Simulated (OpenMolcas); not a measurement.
A calculation on Ru IV.

```json
{"Program": "OpenMolcas", "Method": "MS-RASPT2, IPEA 0.25 Eh, imaginary shift 0.1 Eh (closed shells correlated: 4s 4p)", "Basis": "ANO-RCC-VTZP [7s6p4d2f1g]", "Scalar Hamiltonian": "DKH2, point nucleus", "Active space": "5 electrons in 9 orbitals (RAS2 4d 5s; RAS3 5p, at most 2 electrons)", "State averaging": "2S+1 = 6 even, 6 roots; 2S+1 = 4 even, 74 roots kept (CI in the orbitals of an earlier block); 2S+1 = 2 even, 89 roots kept (CI in the orbitals of an earlier block); 2S+1 = 6 odd, 15 roots; 2S+1 = 4 odd, 15 roots kept (CI in the orbitals of an earlier block); 2S+1 = 2 odd, 9 roots kept (CI in the orbitals of an earlier block, 0 in the spin-orbit step)", "Spin-orbit coupling": "RASSI with atomic mean-field integrals over the reference wave functions, term energies averaged over their components"}
```

Task: Which level of the active space comes out lowest?

Result: 4d⁵ ⁶S_5/2, with 99 % of that term.

Task: How high does 4d⁵ ⁴G_9/2 lie?

Result: 24090 cm⁻¹ above the lowest level.

Task: How high does 4d⁵ ⁴G_7/2 lie?

Result: 23930 cm⁻¹ above the lowest level.

Task: How high does 4d⁵ ⁴D_1/2 [73 %] lie?

Result: 29230 cm⁻¹ above the lowest level.

Task: The level at 25880 cm⁻¹ has J = 5/2. What is it made of, and what is its g factor?

Result: 57 % 4d⁵ ⁴P_5/2, 37 % 4d⁵ ⁴D, 3 % 4d⁵ ²D(1); g = 1.485, against 1.601 from Landé's formula for the pure leading term.

CASPT2 breaks the degeneracy within a term, and the mean is taken; among the terms shown or strongly mixed into the levels shown the widest spread is 100 cm-1 (4d⁵ ⁴G). Blocks of more than 70 roots (2S+1 = 4 even, 2 even) ran without multistate coupling. Some high roots are left out of the spin-orbit mixing, which shifts the levels that they would mix with. Terms from blocks run as CI alone lack orbitals of their own. Only configurations of the active space appear.

A share in square brackets marks a mixed level and gives the weight of the term that names it. A number in round brackets counts repeated terms of one configuration in the order of the reference energies.
